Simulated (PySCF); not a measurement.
Electron correlation in Ba (barium, neutral)

[Xe] 6s1 7s1, high-spin 3S determinant (an excited configuration). Calculation: PySCF 2.14, in aug-cc-pVQZ-X2C; the spin-free X2C one-electron Hamiltonian (Gaussian nucleus). Frozen: [Xe]; 2 electrons correlated.

With two correlated electrons CCSD is exact within the correlated space (frozen core and kept virtual orbitals).

```tsv
level	correlation energy (mhartree)
CCSD	-4.54
```

Diagnostics: T1 = 0.029, D1 = 0.0584, largest double amplitude 0.063.

**Question.** Is a single reference adequate?

**Answer.** Yes, within this model without spin-orbit coupling: T1 lies below 0.03 and no double amplitude reaches 0.07.
